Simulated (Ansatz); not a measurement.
Relaxation of BrCl2F3H2W (9 atoms, charge 0, multiplicity 1), to a largest force component of 0.03 eV/Å in at most 50 steps.

Theory: RKS PBE/def2-SVP in Ansatz.

```xyz
9
Properties=species:S:1:pos:R:3:forces:R:3
W -0.015 -0.023 -0.019 -0.20 0.21 0.46
Cl -0.333 -0.099 2.326 0.07 -0.01 -0.69
F 1.765 0.341 -0.523 -0.02 -0.05 0.05
F -0.052 1.836 0.264 -0.02 -0.01 0.00
H -1.639 0.430 -0.277 0.03 -0.03 0.02
Cl -0.731 -2.189 -0.052 0.01 0.01 0.04
F -0.235 -0.065 -1.887 -0.01 -0.02 0.05
Br 2.683 -2.108 1.604 -0.84 0.23 0.95
H 1.624 -1.742 2.611 0.97 -0.34 -0.88
```

Where does it end, and by what steps?

It converged. The force dipped under the threshold on the way, but the program's further checks kept it going. After 9 steps the energy has fallen by 0.138 eV; H9 moved furthest, 0.62 Å.

```json
{"step": "0", "energy less start (eV)": "0.0000", "largest force component (eV/Å)": "0.966", "accepted": "yes"}
{"step": "1", "energy less start (eV)": "-0.1042", "largest force component (eV/Å)": "0.211", "accepted": "yes"}
{"step": "2", "energy less start (eV)": "-0.1270", "largest force component (eV/Å)": "0.148", "accepted": "yes"}
{"step": "3", "energy less start (eV)": "-0.1136", "largest force component (eV/Å)": "0.520", "accepted": "no"}
{"step": "4", "energy less start (eV)": "-0.1350", "largest force component (eV/Å)": "0.052", "accepted": "yes"}
{"step": "5", "energy less start (eV)": "-0.1361", "largest force component (eV/Å)": "0.055", "accepted": "yes"}
{"step": "6", "energy less start (eV)": "-0.1366", "largest force component (eV/Å)": "0.012", "accepted": "yes"}
{"step": "7", "energy less start (eV)": "-0.1372", "largest force component (eV/Å)": "0.016", "accepted": "yes"}
{"step": "8", "energy less start (eV)": "-0.1374", "largest force component (eV/Å)": "0.084", "accepted": "yes"}
{"step": "9", "energy less start (eV)": "-0.1377", "largest force component (eV/Å)": "0.029", "accepted": "yes"}
```

```xyz
9
Properties=species:S:1:pos:R:3
W -0.155 0.087 -0.104
Cl -0.355 -0.018 2.179
F 1.669 0.378 -0.507
F -0.194 1.955 0.108
H -1.796 0.508 -0.360
Cl -0.788 -2.105 -0.152
F -0.323 0.045 -1.976
Br 2.960 -2.431 1.909
H 2.049 -2.038 2.949
```

Whether the end is a true minimum wasn't checked by a vibrational analysis.

Run time: 11 s on 4 threads of AMD EPYC 9R45 96-Core Processor (Zen 5), with other jobs on the host, peak memory 0.26 GiB.
